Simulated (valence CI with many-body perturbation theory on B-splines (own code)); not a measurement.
**Sm12+: calculated level list**

Level of theory: configuration interaction combined with many-body perturbation theory (CI+MBPT): four valence electrons over a frozen Dirac-Fock core [Kr] 4d10, radial functions for each j: 7 s, 7 p, 7 d, 7 f, 4 g, 2 h, with the one-electron correlation potential Σ1, the two-electron term Σ2, the three-electron term Σ3, Breit, model QED; selected CI, second order for the rest, scaled by the run's own slope (own B-spline code, finite nucleus).

No measured levels were compared; by estimate terms of the open shell hold to a few per cent of their energy, and close levels can change places; configurations with another count of f electrons can be misplaced by thousands of cm⁻¹.

Levels 136 to 180 of 218, with energies above the lowest level, 4f²5s² ³H_4. "Leading %" is the weight of the configuration and term that name the level; weights of strongly mixed levels are sums over their largest components and can fall short. In the jj column 3d3/2^4 stands for four electrons in 3d with j = 3/2. Lifetimes count E1, E2, E3, M1 and M2 decay at the calculated energies, and are blank where another channel may lead or the interval is too uncertain; long ones can be off by a factor of two.

```tsv
No.	Configuration	Term	J	E (cm⁻¹)	Leading %	Lifetime	Leading jj
136	4f²5s5p	⁵D°	1	197410	74	9.30 ns	4f5/2 4f7/2 5s 5p1/2 (76 %)
137	4f²5s5p	³D°	3	197800	43	1.98 ns	4f7/2^2 5s 5p1/2 (69 %)
138	4f²5s5p	³G°	4	198760	33	1.77 ns	4f7/2^2 5s 5p1/2 (70 %)
139	4f⁴	⁵I	4	201770	97	35.3 μs	4f5/2^3 4f7/2 (40 %)
140	4f²5s5p	³F°	2	201890	43	2.98 ns	4f5/2 4f7/2 5s 5p1/2 (37 %)
141	4f²5s5p	³I°	6	202350	52	26.0 ns	4f5/2 4f7/2 5s 5p1/2 (68 %)
142	4f²5s5p	³P°	2	203770	34	4.83 ns	4f7/2^2 5s 5p1/2 (60 %)
143	4f⁴	⁵I	5	203860	98	56.2 μs	4f5/2^3 4f7/2 (62 %)
144	4f²5s5p	³S°	1	205280	49	2.00 ns	4f5/2 4f7/2 5s 5p1/2 (50 %)
145	4f⁴	⁵I	6	206120	98	77.6 μs	4f5/2^2 4f7/2^2 (72 %)
146	4f²5s5p	³F°	3	206400	33	1.08 ns	4f5/2 4f7/2 5s 5p1/2 (65 %)
147	4f²5s5p	⁵S°	2	207670	41	2.46 ns	4f5/2 4f7/2 5s 5p1/2 (43 %)
148	4f²5s5p	³I°	5	208410	73	2.40 ns	4f5/2 4f7/2 5s 5p1/2 (64 %)
149	4f⁴	⁵I	7	208480	98	86.5 μs	4f5/2 4f7/2^3 (48 %)
150	4f²5s5p	³D°	1	209290	44	1.28 ns	4f7/2^2 5s 5p1/2 (38 %)
151	4f²5s5p	³I°	7	209420	60	2.39 ns	4f5/2 4f7/2 5s 5p1/2 (64 %)
152	4f⁴	⁵I	8	210890	96	84.6 μs	4f5/2 4f7/2^3 (45 %)
153	4f²5s5p	¹S°	0	211210	65	2.91 ns	4f5/2 4f7/2 5s 5p1/2 (64 %)
154	4f²5s5p	⁵D°	3	215070	31	980 ps	4f7/2^2 5s 5p1/2 (74 %)
155	4f²5s5p	⁵H°	5	216050	41	9.10 ns	4f5/2^2 5s 5p3/2 (52 %)
156	4f²5s5p	³D°	1	216420	65	2.26 ns	4f5/2 4f7/2 5s 5p1/2 (37 %)
157	4f²5s5p	⁵H°	4	216580	30	4.49 ns	4f5/2^2 5s 5p3/2 (82 %)
158	4f²5s5p	⁵H°	6	217070	45	39.0 ns	4f5/2 4f7/2 5s 5p3/2 (61 %)
159	4f²5s5p	³D°	2	217250	40	2.41 ns	4f5/2 4f7/2 5s 5p1/2 (40 %)
160	4f²5s5p	³K°	6	219540	47	824 ps	4f5/2 4f7/2 5s 5p1/2 (68 %)
161	4f²5s5p	⁵I°	7	220060	62	120 ns	4f5/2 4f7/2 5s 5p3/2 (61 %)
162	4f⁴	⁵F	1	220200	95	656 ns	4f5/2^3 4f7/2 (69 %)
163	4f²5s5p	⁵G°	3	220310	56	2.52 ns	4f5/2^2 5s 5p3/2 (80 %)
164	4f⁴	⁵F	2	220790	92	613 ns	4f5/2^2 4f7/2^2 (53 %)
165	4f⁴	⁵F	3	221980	95	607 ns	4f5/2^3 4f7/2 (50 %)
166	4f⁴	⁵S	2	222730	93	19.2 μs	4f5/2^2 4f7/2^2 (48 %)
167	4f⁴	⁵F	4	223260	88	565 ns	4f5/2^2 4f7/2^2 (46 %)
168	4f²5s5p	⁵G°	2	223860	89	18.2 ns	4f5/2^2 5s 5p3/2 (84 %)
169	4f⁴	³K	6	224880	98	1.83 μs	4f5/2^2 4f7/2^2 (49 %)
170	4f²5s5p	⁵I°	8	224900	99	494 μs	4f7/2^2 5s 5p3/2 (82 %)
171	4f⁴	⁵F	5	225130	91	527 ns	4f5/2^2 4f7/2^2 (44 %)
172	4f²5s5p	⁵G°	6	225870	53	2.34 ns	4f5/2 4f7/2 5s 5p3/2 (68 %)
173	4f²5s5p	³P°	1	226110	30	908 ps	4f5/2 4f7/2 5s 5p1/2 (47 %)
174	4f²5s5p	³H°	5	226230	23	2.70 ns	4f5/2 4f7/2 5s 5p3/2 (75 %)
175	4f⁴	³K	7	226740	83	1.95 μs	4f5/2^3 4f7/2 (48 %)
176	4f²5s5p	⁵F°	4	226890	31	4.75 ns	4f5/2 4f7/2 5s 5p3/2 (91 %)
177	4f⁴	³H	4	227340	56	562 ns	4f5/2^4 (46 %)
178	4f²5s5p	⁵D°	0	228260	91	25.3 ns	4f5/2^2 5s 5p3/2 (68 %)
179	4f⁴	⁵G	2	228370	91	313 ns	4f5/2^3 4f7/2 (43 %)
180	4f²5s5p	⁵F°	3	228430	47	4.08 ns	4f5/2 4f7/2 5s 5p3/2 (54 %)
```

Names give the largest LS component (configuration and term), which can be under half, so a name can repeat, a term be missing and a line seem to break the LS rules; names also repeat where a configuration has a term twice.

Where two levels of one J and parity lie close, their mixing, g and order are uncertain.
